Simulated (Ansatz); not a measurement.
`C[O][InH][CH3]` and `C[O][InH][Br]` differ in one atom or group.

Ansatz, PBE0-D4/def2-TZVP geometries, multiplicity 1. Each molecule was computed in one conformer, which needn't be the lowest.

Elements past krypton have def2 core potentials. Scalar relativity is left out up to krypton.

```json
{"property": "LUMO energy (B3LYP/def2-TZVPP) / eV", "`C[O][InH][CH3]`": "-1.44"}
{"property": "ideal-gas entropy at 298 K and 1 bar (rigid rotor, harmonic PBE0-D4/def2-TZVP) / J/(mol·K)", "`C[O][InH][CH3]`": "372"}
{"property": "zero-point energy (PBE0-D4/def2-TZVP) / kJ/mol", "`C[O][InH][CH3]`": "216.5"}
{"property": "HOMO–LUMO gap (PBE0/def2-TZVPP) / eV", "`C[O][InH][CH3]`": "5.93"}
{"property": "HOMO–LUMO gap (ωB97M-V/def2-TZVPP) / eV", "`C[O][InH][CH3]`": "9.70"}
{"property": "size of the dipole moment (B3LYP/def2-TZVPP) / D", "`C[O][InH][CH3]`": "2.32"}
```

Task: What does the change do to each property? (An estimate is asked.)

Result: Computed: 
```csv
property,`C[O][InH][Br]`,shift
LUMO energy (B3LYP/def2-TZVPP) / eV,-1.82,-0.38
"ideal-gas entropy at 298 K and 1 bar (rigid rotor, harmonic PBE0-D4/def2-TZVP) / J/(mol·K)",369,-3
zero-point energy (PBE0-D4/def2-TZVP) / kJ/mol,126.4,-90.1
HOMO–LUMO gap (PBE0/def2-TZVPP) / eV,6.21,0.28
HOMO–LUMO gap (ωB97M-V/def2-TZVPP) / eV,10.05,0.35
size of the dipole moment (B3LYP/def2-TZVPP) / D,1.30,-1.02
```

With PBE0 the HOMO falls by 0.66 eV and the LUMO falls by 0.40 eV, so the gap widens by about 0.26 eV. PBE moves the HOMO by -0.63 eV and ωB97M-V by -0.64 eV. The zero-point energy changes by -90.1 kJ/mol with -9 modes. Dipoles are sizes alone; their direction can turn. Modes under 60 cm⁻¹, often nearly free rotors, make the harmonic entropy too high.

B3LYP here is the variant with VWN-RPA as its local correlation; programs differ in this.

Spin–orbit coupling is left out; it splits and shifts lone-pair levels of the heavy atoms by tenths of an eV.
